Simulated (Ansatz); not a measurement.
`O[SiH](O)O[SiH](O)F`, relaxed with RKS PBE0-D4/def2-TZVP in Ansatz from a GFN2-xTB geometry. The force threshold is 0.005 eV/Å; the program also tests the step.

Charge 0, multiplicity 1.

Start:

```xyz
12

O     0.789   -0.179   -1.994
Si    1.002    0.781   -0.704
O     2.548    0.710   -0.265
O     0.022    0.300    0.515
Si   -1.105   -0.765    0.920
O    -2.120   -0.168    2.012
F    -1.922   -1.069   -0.442
H    -0.092   -0.462   -2.227
H     0.697    2.180   -0.901
H     3.066   -0.078   -0.411
H    -0.592   -2.017    1.409
H    -2.293    0.767    2.087
```

| step | energy (eV) | largest force (eV/Å) | largest move (Å) |
| --- | --- | --- | --- |
| 1 | -26738.4796 | 0.978 | 0.000 |
| 2 | -26738.5115 | 0.606 | 0.033 |
| 3 | -26738.5231 | 0.123 | 0.029 |
| 4 | -26738.5254 | 0.048 | 0.020 |
| 5 | -26738.5283 | 0.127 | 0.052 |
| 6 | -26738.5292 | 0.070 | 0.032 |
| 7 | -26738.5300 | 0.033 | 0.037 |
| 8 | -26738.5305 | 0.050 | 0.043 |
| 9 | -26738.5308 | 0.060 | 0.024 |
| 10 | -26738.5310 | 0.029 | 0.010 |
| 11 | -26738.5312 | 0.013 | 0.018 |
| 12 | -26738.5312 | 0.018 | 0.011 |
| 13 | -26738.5313 | 0.011 | 0.009 |
| 14 | -26738.5313 | 0.005 | 0.010 |

End:

```xyz
12

O     0.679   -0.055   -2.008
Si    1.024    0.810   -0.666
O     2.613    0.683   -0.361
O     0.114    0.246    0.579
Si   -1.072   -0.787    0.946
O    -2.153   -0.137    1.960
F    -1.771   -1.165   -0.447
H    -0.203   -0.426   -2.087
H     0.742    2.248   -0.799
H     3.038   -0.161   -0.520
H    -0.587   -2.030    1.555
H    -2.423    0.775    1.848
```

It took 30 s on 2 threads of an AMD EPYC 7R13 on a shared host and a share of an NVIDIA H100 80 GB, with 0.88 GiB of host memory at the peak.
